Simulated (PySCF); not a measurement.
# Correlation energy of Hg⁺ (mercury, charge +1)

[Xe] 4f14 5d9 6s1 6p1, one real determinant (an excited configuration). All numbers are calculated (PySCF 2.14, scalar relativity through the core potential, in aug-cc-pwCVDZ-PP with ECP60MDF). Frozen: 5s2 5p6; 11 electrons correlated.

```tsv
level	correlation energy (mhartree)
CCSD	-279.13
(T)	-5.73
CCSD(T)	-284.86
```

Diagnostics: T1 = 0.0077, D1 = 0.0314, largest double amplitude 0.054.

The real determinant used has ⟨L²⟩ near 8 against 12 for a pure F term, so it mixes terms. Spin-orbit coupling, absent here, splits the open shell strongly.

Cost of the coupled-cluster step: of the order of 17 core-seconds, for 11 correlated electrons.

The reference is one real determinant that mixes LS terms of this configuration.
